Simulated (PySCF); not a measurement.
W(NH)(F)(Cl)3 (Cl₃FHNW), SMILES [Cl][W](=[NH])([F])([Cl])[Cl], multiplicity 1.

Geometry optimised at PBE0-D3(BJ)/def2-SVP. The multiplicity is an assumed one; no other spin state was optimised. The structure was generated by enumeration; whether it is a known compound was not checked. The def2 effective core potentials stand for the cores of W; spin–orbit coupling is left out.

Two levels are set side by side: PBE/def2-TZVP (PySCF) and CAM-B3LYP/def2-TZVP (PySCF). Same geometry, gas phase. Differences are taken from unrounded values.

```json
[
 {"quantity": "orbital gap (eV)", "CAM-B3LYP": "7.44"},
 {"quantity": "highest occupied level (eV)", "CAM-B3LYP": "-9.91"},
 {"quantity": "lowest empty level (eV)", "CAM-B3LYP": "-2.48"},
 {"quantity": "dipole moment (D)", "CAM-B3LYP": "4.30"},
 {"quantity": "mean polarisability (bohr³)", "CAM-B3LYP": "87.4"}
]
```

**Question.** What does PBE give, and how far is it from CAM-B3LYP? (The exact figures need the calculation; the answer reports its results.)

**Answer.** 
```tsv
quantity	PBE	PBE minus CAM-B3LYP
orbital gap (eV)	3.14	-4.29
highest occupied level (eV)	-7.27	2.65
lowest empty level (eV)	-4.12	-1.65
dipole moment (D)	3.83	-0.47
mean polarisability (bohr³)	91.8	4.4
```

Without exact exchange PBE keeps part of each electron's self-repulsion, which lifts occupied levels and narrows the gap. Loosely held outer electrons make PBE densities more polarisable. Differences between two approximate levels are no errors against the true value.

Rough cost on one machine, each run with all the roots and properties that it gave: CAM-B3LYP against PBE within a factor of 2.
